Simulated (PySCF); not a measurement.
Structure elucidation problem

Molecular formula: C2H6BF3S. Simulated spectra:

1H NMR (400 MHz, computed): δ 2.14 (s, 6H).

13C{1H} NMR (computed): δ 21.6 (CH3, 2C).

PySCF 2.14 calculation with NMR shieldings at B97-2/pcSseg-2/GIAO and geometry: PBE0-D3(BJ)/def2-TZVP; non-relativistic Hamiltonian, one computed conformer, gas phase, equivalent nuclei averaged.

Chemical shifts δ = σref − σ; TMS for 1H (σ = 31.64 ppm) and 13C (σ = 185.38 ppm), all at this level.

Propose a structure and justify it.

Answers


1. 1 carbon signal for 2 carbons: some carbons are equivalent by symmetry or fast rotation.
2. Carbon types of the structure: 2 × CH3, which accounts for all hydrogens.
3. δC 21.6: methyl carbon bonded to S.
4. δH 2.14: hydrogen on a methyl carbon bonded to S.

These data were computed for SMILES C[S+](C)[B-](F)(F)F.

The shifts were computed for this structure.

Splittings by 19F in the carbon and heteronuclear signals aren't shown, as no couplings were computed. Shifts are as computed. Against solution values, carbons near 30 ppm lie about +3 ppm off and those near 130 ppm about +7 ppm. Of 1211 compounds with measured shifts, 218 miss one by over three times the rms of a fit or turn the order of signals round; such compounds aren't used in these exercises.
